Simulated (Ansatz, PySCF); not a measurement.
Molecule: GeO (charge +1, doublet). 
Coordinates optimised at B3LYP-D3(BJ)/def2-TZVP (Ansatz, a first-principles code):
```xyz
2

Ge     0.0000     0.0000    -0.3569
O      0.0000     0.0000     1.4274
```
Charge +1, spin multiplicity 2.

Total electronic energies in hartree. Cores are frozen in the correlated levels unless marked. Open shells are spin-unrestricted. No spin-orbit coupling. The frozen core is the preceding noble-gas configuration, with the filled d and f shells of earlier blocks. No relativistic terms. CBS(X,Y): correlation extrapolated as X^-3; Hartree-Fock from the larger set.

| level | program | energy (Eh) |
|---|---|---|
| HF/STO-3G | Ansatz | -2125.34229 |
| HF/aug-cc-pVTZ | Ansatz | -2149.96769 |
| revPBE-D4/def2-TZVPD | Ansatz + dftd4 | -2151.69260 |
| BP86/def2-TZVPD | PySCF | -2152.12921 |
| TPSS-D4/def2-TZVPD | PySCF + dftd4 | -2151.84721 |
| M06-L-D4/def2-TZVPD | PySCF + dftd4 | -2151.80520 |
| PBE0-D3(BJ)/def2-TZVP | Ansatz + dftd3 | -2151.52192 |
| BHLYP-D3(BJ)/def2-TZVPD | Ansatz + dftd3 | -2151.82134 |
| TPSSh-D3(BJ)/def2-TZVPD | PySCF + dftd3 | -2151.81369 |
| r2SCANh-D4/def2-TZVPD | Ansatz + dftd4 | -2151.80182 |
| PW6B95-D4/def2-TZVPD | PySCF + dftd4 | -2152.92937 |
| MN15/def2-TZVPD | PySCF | -2152.08170 |
| LC-wPBE-D3(BJ)/def2-TZVPD | Ansatz + dftd3 | -2151.52889 |
| RPA@PBE/cc-pVQZ | Ansatz | -2150.41823 |
| MP2/CBS(def2-TZVPP,def2-QZVPP) | Ansatz | -2150.2599 |
| RI-MP2/cc-pVTZ | Ansatz | -2150.21559 |
| RI-MP2/def2-TZVPP | Ansatz | -2150.17850 |
| CCSD/aug-cc-pVQZ | Ansatz | -2150.26480 |
| CCSD(T)/STO-3G | Ansatz | -2125.42817 |
| CCSD(T)/cc-pVQZ | Ansatz | -2150.27403 |
| CCSD(T)/def2-QZVPP | Ansatz | -2150.27387 |
| CCSDT/cc-pVDZ | Ansatz | -2150.09286 |
| CCSD(T)/CBS(aug-cc-pVTZ,aug-cc-pVQZ) | Ansatz | -2150.2881 |

Totals of different functionals don't rank their quality; only differences between species are comparable.
